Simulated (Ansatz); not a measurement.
What each rung costs, and what it gives

Saddle point of SiNH4ClF2, singlet (SiNH₃F₂ ([NH2][SiH]([F])[F]) + HCl → SiHClF₂ ([F][SiH]([F])[Cl]) + NH₃ (still joined by a long Si–N bond); bonds formed: Si1–Cl7, N2–H6; bonds broken: H6–Cl7; bonds weakened to dative contacts: Si1–N2), PBE0-D4/def2-TZVP structure:

```
atom    x (Å)    y (Å)    z (Å)
 Si1  -0.7698  -0.4585  -0.2128
  N2   0.9559   0.0849  -0.1419
  F3  -0.6872  -1.6234  -1.2970
  F4  -1.0662  -1.1922   1.1438
  H5  -1.7250   0.5129  -0.7237
  H6   0.7415   0.9999   0.5412
 Cl7  -0.3748   1.9199   1.4119
  H8   1.3596   0.3436  -1.0373
  H9   1.5662  -0.5871   0.3158
```

Barriers are electronic and count from the start structure reached by relaxing down the imaginary mode.

Computed with Ansatz 0.2.0 (basis: as named in each row); correlated methods freeze the cores. B3LYP uses VWN-RPA correlation. Extrapolation: Hartree–Fock as exp(−7.88 √X), correlation as X^−2.97.

Times are rough, for one single point on 4 threads of a shared host (Arm Neoverse V2).

The estimate by CCSD(T) at an estimated basis limit (MP2 extrapolated from triple and quadruple zeta, plus CCSD(T) − MP2 in triple zeta) is 0.487 eV.

```tsv
method	basis	time (s)	barrier (eV)	method less estimate
HF	STO-3G	under 1	0.064	-0.422
PBE-D4	STO-3G	under 1	-0.450	-0.937
SPW92	def2-SVP	under 1	0.120	-0.367
PBE-D4	def2-SVP	under 1	0.323	-0.163
B3LYP-D4	6-31G	under 1	0.075	-0.411
PBE0-D4	def2-SVP	under 1	0.381	-0.105
SPW92	def2-TZVPP	under 1	0.157	-0.329
PBE-D4	def2-TZVPP	1	0.351	-0.135
BLYP-D4	def2-TZVPP	2	0.459	-0.028
B3LYP-D4	def2-TZVPP	2	0.482	-0.004
BHLYP-D4	def2-TZVPP	2	0.525	0.039
PBE0-D4	def2-TZVPP	2	0.395	-0.092
CAM-B3LYP-D4	def2-TZVPP	2	0.501	0.014
r2SCAN-D4	def2-TZVPP	3	0.367	-0.120
CCSD(T)	def2-SVP	3	0.703	0.216
r2SCAN0-D4	def2-TZVPP	3	0.399	-0.088
wB97M-V	def2-SVP	4	0.433	-0.054
B2PLYP	def2-TZVPP	4	0.528	0.041
RPA on PBE	def2-TZVPP	4	0.617	0.130
PBE-QIDH	def2-TZVPP	4	0.455	-0.032
wB97X-V	def2-TZVPP	6	0.480	-0.006
B97M-V	def2-TZVPP	6	0.497	0.011
wB97M-V	def2-TZVPP	6	0.455	-0.032
MP2	def2-QZVPP	13	0.471	-0.016
CCSD(T)	def2-TZVPP	100	0.567	0.081
```

All methods are single points on the PBE0-D4 structures; a negative value means that the method puts the saddle structure below the start.

T1 diagnostic: at most 0.011.

Hydrogen chloride, the by-product of chloride precursors, can attack films and sites by steps of this kind.

Labels in which every atom is bracketed show which atoms are joined, not bond orders.
